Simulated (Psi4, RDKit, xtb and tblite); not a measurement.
Two geometries of SMILES CCC[SiH2]N, relaxed at GFN2-xTB with one dihedral held; other torsions can differ between them too.

Structure A

```
16

C     -1.7682    -0.7252     1.4391
C     -1.2481     0.3282     0.4703
C      0.0804    -0.0602    -0.1755
Si     1.5407    -0.2849     1.0228
N      1.5512    -1.9369     1.5146
H     -1.1020    -0.8200     2.2937
H     -1.8417    -1.6923     0.9449
H     -2.7561    -0.4527     1.8058
H     -1.1289     1.2757     1.0015
H     -1.9955     0.4860    -0.3136
H     -0.0617    -0.9772    -0.7501
H      0.3444     0.7146    -0.8969
H      2.8242    -0.0880     0.3447
H      1.4197     0.7024     2.1125
H      2.2964    -2.2605     2.1092
H      0.6874    -2.3871     1.7700
```

Structure B

```
16

C      2.3714     0.4703    -0.5962
C      1.2649     0.3063     0.4401
C     -0.0800    -0.0096    -0.2054
Si    -1.4961    -0.2286     1.0421
N     -1.3645     1.0590     2.1816
H      2.4871    -0.4423    -1.1781
H      2.1352     1.2824    -1.2817
H      3.3216     0.6932    -0.1150
H      1.5321    -0.4978     1.1290
H      1.1810     1.2226     1.0270
H      0.0155    -0.9214    -0.7974
H     -0.3247     0.7854    -0.9139
H     -1.3401    -1.4452     1.8425
H     -2.7651    -0.2912     0.2938
H     -2.0016     1.0749     2.9614
H     -1.2252     1.9976     1.8420
```

**Question.** Which is lower in energy at the level Psi4 with PBE0-D3(BJ)/def2-TZVP // GFN2-xTB, and by how much?

**Answer.** B is lower, by 1.50 kJ/mol (dihedral C2–C3–Si4–N5: 90° in A, 45° in B).

E(B) − E(A) in kJ/mol at the other levels, on the same two geometries: GFN2-xTB (xtb and tblite) -0.67; MMFF94 // GFN2-xTB (RDKit) -6.71; PBE0/def2-TZVP // GFN2-xTB (Psi4) -3.18; PBE/def2-TZVP // GFN2-xTB (Psi4) -3.27; PBE-D3(BJ)/def2-TZVP // GFN2-xTB (Psi4) -1.50.
